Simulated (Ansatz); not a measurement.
What each rung costs, and what it gives

Saddle point of SiN₂H₇F, closed shell (SiN₂H₆ ([NH2][SiH2][NH2]) + HF → SiNH₄F ([NH2][SiH2][F]) + NH₃; bonds formed: Si1–F7, N2–H6; bonds broken: Si1–N2, H6–F7), PBE0-D4/def2-TZVP structure:

```xyz
11
angstrom
Si -0.1028 -0.6364 0.2428
N 1.1432 0.2399 -0.8095
H -0.4519 -1.8098 -0.6275
H 0.6479 -1.2120 1.3770
N -1.5959 0.1541 0.3210
H 1.1208 1.0330 0.0527
F 0.5778 1.2356 1.1704
H 2.0293 -0.2362 -0.9269
H 0.7958 0.5505 -1.7080
H -1.7210 0.9659 0.9005
H -2.4434 -0.2845 0.0075
```

Barriers are electronic and count from the start structure reached by relaxing down the imaginary mode.

Program: Ansatz 0.2.0. Basis: as named in each row. Cores are frozen in the correlated methods. B3LYP uses VWN-RPA correlation. Extrapolation: Hartree–Fock as exp(−7.88 √X), correlation as X^−2.97.

Times are rough, for one single point on 4 threads of a shared host (Arm Neoverse V1).

The estimate by CCSD(T) at an estimated basis limit (MP2 extrapolated from triple and quadruple zeta, plus CCSD(T) − MP2 in triple zeta) is 14.69 kcal/mol.

```csv
method,basis,time (s),barrier (kcal/mol),method less estimate
HF,STO-3G,under 1,42.64,27.95
PBE-D4,STO-3G,under 1,1.15,-13.54
SPW92,def2-SVP,under 1,3.44,-11.25
PBE-D4,def2-SVP,under 1,8.00,-6.69
B3LYP-D4,6-31G,under 1,4.95,-9.75
PBE0-D4,def2-SVP,under 1,10.70,-4.00
SPW92,def2-TZVPP,under 1,6.33,-8.36
PBE-D4,def2-TZVPP,1,10.79,-3.91
BLYP-D4,def2-TZVPP,2,12.91,-1.78
PBE0-D4,def2-TZVPP,2,12.91,-1.78
B3LYP-D4,def2-TZVPP,2,14.21,-0.48
BHLYP-D4,def2-TZVPP,2,16.19,1.50
CAM-B3LYP-D4,def2-TZVPP,2,13.54,-1.15
r2SCAN-D4,def2-TZVPP,3,11.54,-3.15
CCSD(T),def2-SVP,3,14.60,-0.09
wB97M-V,def2-SVP,3,10.43,-4.27
r2SCAN0-D4,def2-TZVPP,3,13.26,-1.43
B2PLYP,def2-TZVPP,4,14.39,-0.30
RPA on PBE,def2-TZVPP,4,14.53,-0.17
PBE-QIDH,def2-TZVPP,4,13.99,-0.70
wB97X-V,def2-TZVPP,6,13.31,-1.38
wB97M-V,def2-TZVPP,6,12.85,-1.85
B97M-V,def2-TZVPP,6,13.54,-1.15
MP2,def2-QZVPP,17,14.26,-0.43
CCSD(T),def2-TZVPP,90,14.91,0.21
```

All methods are single points on the PBE0-D4 structures.

The T1 diagnostic stays at or below 0.012.

Steps of this kind, hydrogen fluoride cutting a network bond, underlie vapour etching and the fluorination step of atomic layer etching.

Labels in which every atom is bracketed show which atoms are joined, not bond orders.
